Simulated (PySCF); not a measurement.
Geometry:
```tsv
atom	x (Å)	y (Å)	z (Å)
C1	3.526	0.467	-0.624
C2	2.135	0.186	-0.364
C3	0.970	-0.047	-0.152
Si4	-0.816	-0.380	0.182
C5	-1.799	-0.710	-1.398
N6	-1.233	-1.512	1.403
C7	-1.439	1.289	0.977
F8	-2.775	1.331	1.165
F9	-0.894	1.513	2.196
F10	-1.139	2.377	0.237
H11	4.146	0.042	0.165
H12	3.683	1.544	-0.656
H13	3.819	0.034	-1.580
H14	-1.451	-1.616	-1.885
H15	-1.689	0.106	-2.106
H16	-2.857	-0.828	-1.185
H17	-1.127	-2.500	1.242
H18	-1.069	-1.290	2.373
```

[PySCF 2.14.0 with density-fitted response routines: coordinates at the GFN2-xTB level; shielding tensors at PBE0/pcSseg-1 (GIAO); fast rotation and ring inversion assumed for equivalent nuclei; in vacuum; no relativistic terms; a single conformation]

References, each an isolated molecule treated in the same way: $^{13}$C vs TMS.

Do the $^{13}$C shifts follow the atomic charges (in e)? Tabulate both.

## Answers


```json
{"atoms": "C7", "hybridisation": "sp3", "δ (ppm)": "138.4", "σ para (ppm)": "-205", "Hirshfeld": "+0.16", "IAO": "+0.54", "Mulliken": "+0.51", "ESP-fitted": "+0.35"}
{"atoms": "C2", "hybridisation": "sp", "δ (ppm)": "112.7", "σ para (ppm)": "-202", "Hirshfeld": "-0.02", "IAO": "+0.02", "Mulliken": "-0.16", "ESP-fitted": "+0.42"}
{"atoms": "C3", "hybridisation": "sp", "δ (ppm)": "85.1", "σ para (ppm)": "-161", "Hirshfeld": "-0.20", "IAO": "-0.42", "Mulliken": "-0.41", "ESP-fitted": "-0.79"}
{"atoms": "C1", "hybridisation": "sp3", "δ (ppm)": "5.6", "σ para (ppm)": "-71", "Hirshfeld": "-0.09", "IAO": "-0.44", "Mulliken": "-0.16", "ESP-fitted": "-0.59"}
{"atoms": "C5", "hybridisation": "sp3", "δ (ppm)": "-2.1", "σ para (ppm)": "-67", "Hirshfeld": "-0.21", "IAO": "-0.73", "Mulliken": "-0.64", "ESP-fitted": "-0.68"}
```

Correlation coefficients of δ with charge over these carbons: Hirshfeld +0.71, IAO +0.88, Mulliken +0.70, ESP-fitted +0.76; with the paramagnetic shielding -0.99. With so few points, grouped by hybridisation, these coefficients are fragile. Charge is one influence among several: hybridisation and low-lying excitations act through the paramagnetic term.

Shifts are as computed. Against solution values, carbons near 30 ppm lie about +3 ppm off and those near 130 ppm about +5 ppm. Of 1211 compounds with measured shifts, 218 miss one by over three times the rms of a fit or turn the order of signals round; such compounds aren't used in these exercises.
